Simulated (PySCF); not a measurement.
CH₃F₃Si, SMILES FC[SiH](F)F.

The structure is a stationary point at ωB97X-D3(BJ)/def2-SVP. The values are those of a single conformer.

Level of theory: PBE0/def2-TZVP in PySCF.

The molecule is in vacuum.

| Property | Result |
|---|---|
| total energy | -628.75953 hartree |
| point group | Cs |
| highest occupied level | -9.16 eV |
| lowest empty level | 0.04 eV |
| orbital gap | 9.20 eV |
| dipole moment | 0.610 e·Å |
| quadrupole, principal values (traceless, Buckingham form, about the centre of nuclear charge) | -2.50, -1.52, 4.02 D·Å |
| mean static polarisability | 35.4 bohr³ (5.24 Å³) |
| polarisability, principal values | 33.1, 34.7, 38.4 bohr³ |
